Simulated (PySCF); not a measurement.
Species: C₅H₅F₂OS (doublet state).
Z-matrix (Å and degrees, GFN2-xTB geometry), rows numbered from 1:
```
O 
S   1  1.4596
C   2  1.7942  1  111.77
F   3  1.3436  2  116.76  1   -90.46
C   3  1.4866  2  113.22  1   128.50
C   5  1.4920  3  105.25  2   -20.96
C   6  1.3237  5  116.22  3    10.79
C   7  1.4867  2  116.77  1    55.79
F   8  1.3709  7  111.68  2   176.92
H   5  1.0967  3  111.30  2  -141.26
H   5  1.0991  3  111.59  2   100.35
H   6  1.0791  5  120.26  3  -167.24
H   8  1.0969  7  111.04  2    57.34
H   8  1.0970  7  110.14  2   -63.83
```

The hyperfine couplings belong to this conformer and change with its torsions.

Identity: `O=[S@]1[C](F)CC=C1CF` [radical].

Method: PySCF 2.14.0, UKS B3LYP, pcH-1 on C F H O S, non-relativistic, mean-field spin-orbit, GIAO. The structure is a single GFN2-xTB conformer in the gas phase; no vibrational or solvent corrections. Couplings are sensitive to structure, and on GFN2-xTB geometries they can be far from those on DFT ones. The SCF solution wasn't tested for stability.

Problem. Break the g tensor into its mass correction, gauge correction and orbital-Zeeman/spin–orbit terms.

Solution. 
```tsv
Δg (ppm)	1	2	3
relativistic mass correction	-204	-204	-204
gauge correction	-13	46	46
orbital Zeeman/spin–orbit	-587	1737	2371
total	-803	1580	2214
```

So g = 2.00152, 2.00390, 2.00453 and g_iso = 2.00332; the tensor is rhombic: the two nearest values differ by 21 % of g3 − g1. Axes: g2 points within 8° of the S2–C3 bond.

Problem. At 9.34 GHz, how far is the centre of the isotropic spectrum from where a free electron (g = 2.002319) resonates?

Solution. B = hν/(g μB) with μB/h = 13.99624 MHz/mT gives 333.27 mT for the free electron and 333.11 mT at g_iso, 0.17 mT lower.

Problem. Average each term over the three axes. Which is largest in size?

Solution. The orbital-Zeeman/spin–orbit term 1174, the mass correction -204 and the gauge correction 27 ppm, for a total of 997 ppm. The orbital-Zeeman/spin–orbit term is the largest in size. The mass correction is the same along every axis, so the anisotropy comes from the other two: their spans along these axes are 59 (gauge) and 2958 ppm (orbital Zeeman/spin–orbit).

Problem. What are the electron Larmor frequencies g μB B/h along the three axes at 3350 mT?

Solution. 93.8459, 93.9577, 93.9874 GHz for g1, g2 and g3, a range of 141.5 MHz.

Problem. In a frozen sample, at which fields do the three g values resonate at 9.5, 34, 94 and 263 GHz (hyperfine left aside), and which band first spreads them over more than twice a line width of 0.3 mT?

Solution. 
```
band    GHz  B(g3) mT  B(g2) mT  B(g1) mT  spread mT
   X    9.5    338.61    338.72    339.12       0.51
   Q   34.0   1211.86   1212.25   1213.69       1.83
   W   94.0   3350.45   3351.51   3355.50       5.05
   J  263.0   9374.13   9377.10   9388.26      14.13
```

The spread grows in proportion to the frequency. Q band is the first where it exceeds 0.6 mT.

Largest spin populations (Mulliken): C3 (+0.84) and F4 (+0.07). C3 is the only atom above +0.15. The angles at C3 add up to 347.4°, so it is slightly pyramidal.

The HOMO–LUMO gaps are 5.28 eV among the α and 3.88 eV among the β orbitals.
